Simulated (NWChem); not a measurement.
System: C$_{3}$HCl$_{2}$F; SMILES ClC(F)=C=CCl

Program: NWChem. Coordinates come from a PBE0/def2-SVP optimisation. Level: B3LYP/def2-SVP with SMD (1 M gas to 1 M solution), gas-phase geometry.

Q: Estimate the computed values for solvent dichloromethane. Quantities: solvation free energy (kcal/mol); cavity-dispersion-structure term (kcal/mol); dipole in solution (D).

A: 
```yaml
solvation free energy (kcal/mol): -3.3
cavity-dispersion-structure term (kcal/mol): -1.6
dipole in solution (D): 1.48
```
